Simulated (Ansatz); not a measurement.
C2H8OSi2 can be A, `[SiH3]C[SiH]1CO1`, or B, `O/C([SiH3])=C/[SiH3]`.

Calculated with Ansatz (gas phase, PBE0-D4/def2-TZVP geometries, no zero-point term in ΔE). CBS: MP2 limit from def2 TZ/QZ plus the TZ coupled-cluster correction, frozen cores. Functionals use def2-TZVPP. B3LYP here is the variant with VWN-RPA as its local correlation; programs differ in this. Each species was taken in one conformer, which may not be the lowest.

A:

Z-matrix (Å, degrees):
```
Si
C 1 1.878
H 1 1.486 2 109.8
H 1 1.488 2 110.1 3 119.5
H 1 1.486 2 110.7 3 -120.5
Si 2 1.850 1 113.6 3 -68.0
H 2 1.094 1 109.0 3 53.2
H 2 1.095 1 108.8 3 170.5
O 6 1.660 2 119.0 1 144.2
C 6 1.804 2 123.4 1 84.6
H 6 1.481 2 112.6 1 -75.0
H 10 1.089 6 121.9 2 2.9
H 10 1.088 6 122.6 2 -158.9
```

B:

```xyz
13

O    -0.744   -1.839   -1.294
C    -0.352   -0.775   -0.547
Si   -1.838    0.205    0.073
C     0.929   -0.476   -0.294
Si    1.576    0.946    0.710
H     0.036   -2.322   -1.598
H    -1.341    1.347    0.878
H    -2.623    0.702   -1.084
H    -2.696   -0.671    0.910
H     1.687   -1.139   -0.723
H     1.190    2.267    0.144
H     3.060    0.853    0.701
H     1.116    0.903    2.124
```

(1) Which isomer does CCSD(T)/CBS put lower? Give the gap. (An estimate is asked.)

(2) Give E(B) − E(A) in kcal/mol with HF/def2-TZVPP, MP2/def2-TZVPP, CCSD/def2-TZVPP, ωB97M-V, B3LYP, r2SCAN-D4, CCSD(T)/def2-TZVPP. (Best estimate.)

Largest T1 diagnostic: 0.013.

Answers

(1) Computed: A, by 17.7 kcal/mol.

(2) Computed: HF/def2-TZVPP 12.9, MP2/def2-TZVPP 19.6, CCSD/def2-TZVPP 17.3, ωB97M-V 18.3, B3LYP 15.5, r2SCAN-D4 18.7, CCSD(T)/def2-TZVPP 17.0. None reverses the order clearly.

In def2-TZVPP, CCSD(T) changes the Hartree–Fock value by +4.1 kcal/mol (the triples alone add −0.3 kcal/mol) and MP2 by +6.7 kcal/mol. From PBE to PBE0 (25 % exact exchange), in def2-TZVPP and without D4, E(B) − E(A) moves by +1.1 kcal/mol.
